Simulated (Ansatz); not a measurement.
Stretching the Bi1–H2 bond in BiH3 (SMILES [BiH3]) (multiplicity 1 held, fragments rigid). Energies count from the point at 1.797 Å.
Geometry at that point (charge 0, multiplicity 1):
```xyz
4

Bi     0.001    -0.001     0.036
H     -1.470    -0.213    -0.974
H      0.920    -1.103    -1.045
H      0.497     1.411    -0.957
```

| level | energy at R = 5.749 Å (eV) | cost |
|---|---|---|
| R-HF/def2-TZVPP | 6.149 | - |
| U-HF/def2-TZVPP | 1.774 | - |
| R-PBE/def2-TZVPP | 3.971 | ×1 |
| R-r2SCAN/def2-TZVPP | 4.309 | ×2 |
| U-r2SCAN/def2-TZVPP | 2.716 | - |
| R-B3LYP/def2-TZVPP | 4.376 | ×0.9 |
| R-wB97X-V/def2-TZVPP | 5.838 | ×2 |
| R-MP2/def2-TZVPP | 3.601 | - |
| U-MP2/def2-TZVPP | 2.544 | - |
| R-SCS-MP2/def2-TZVPP | 3.082 | - |
| SC-NEVPT2 on CASSCF(2,2)/def2-TZVPP | 2.591 | - |
| FIC-NEVPT4(SD) on CASSCF(2,2)/def2-TZVPP | 2.689 | - |
| FIC-MRCISD on CASSCF(2,2)/def2-TZVPP | 2.681 | - |
| FIC-MRCISD+Q on CASSCF(2,2)/def2-TZVPP | 2.712 | - |

The rows run from 1.774 (U-HF/def2-TZVPP) to 6.149 eV (R-HF/def2-TZVPP). The 4 R-functionals in def2-TZVPP without D3 or D4 span 1.867, from R-PBE to R-wB97X-V.

R- and RO- levels are restricted; in cc, def2 and unpolarised 6-31G sets they are followed outwards from rest. U- levels take the lowest unrestricted solution at each point, which mixes spins at long bonds. Active spaces are followed from a long bond inwards. Levels need not reach the same state.

Cores are frozen in the correlated methods. Filled d and f shells under p-block atoms count as core.

Doubts at one or more of the structures used: a restricted determinant that unrestricted orbitals would lower (R-HF/def2-TZVPP, R-PBE/def2-TZVPP, R-r2SCAN/def2-TZVPP, R-B3LYP/def2-TZVPP, R-wB97X-V/def2-TZVPP, R-MP2/def2-TZVPP, R-SCS-MP2/def2-TZVPP); a spin-contaminated determinant (U-HF/def2-TZVPP, U-r2SCAN/def2-TZVPP, U-MP2/def2-TZVPP).

Run with Ansatz (Gaussian basis) for Hartree–Fock, density functionals and correlated methods.  In def2 rows elements past Kr take small-core potentials, without spin–orbit coupling.

Costs are rough ratios of core time to R-PBE/def2-TZVPP (about 1.8 s over the structures, on one shared machine); a dash marks a level with no comparable run of its own.

Ansatz is a quantum-chemistry and plane-wave program.
